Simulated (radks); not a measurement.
Results of a calculation; reference values are marked as such.
Q: Valence configurations of neutral platinum (all share [Xe]). Code: a radial shooting solver on a logarithmic mesh with Libxc functionals. Model: scalar-relativistic Kohn-Sham, BLYP, spin-polarised, spherical densities, finite nucleus; open shells are filled with parallel spins first (spin-orbit coupling, left out, can overturn this in heavy ions); Fermi nuclear charge, rms radius 5.427 fm. Order these by energy: 4f14 5d8.5 6s1 6p0.5; 4f11 5d9 6s1 6p3; 4f13 5d9 6s2; 4f14 5d8 6s2; 4f13 5d9.5 6s1 6p0.5; 4f12 5d8.5 6s1 6p2.5; 4f14 5d9 6s1; 4f14 5d10; 4f14 5d9 6p1; 4f13 5d9 6s1 6p1.

A: From the lowest, in eV above it: 4f14 5d9 6s1 0.000; 4f14 5d10 0.476; 4f14 5d8 6s2 0.724; 4f14 5d8.5 6s1 6p0.5 2.515; 4f14 5d9 6p1 5.153; 4f13 5d9 6s2 70.677; 4f13 5d9.5 6s1 6p0.5 72.033; 4f13 5d9 6s1 6p1 75.713; 4f12 5d8.5 6s1 6p2.5 171.79; 4f11 5d9 6s1 6p3 270.83. NIST lists [Xe] 4f14 5d9 6s1 as the ground configuration; this level of theory agrees among the configurations tried. The energies are those of spherical high-spin densities, not of single terms.
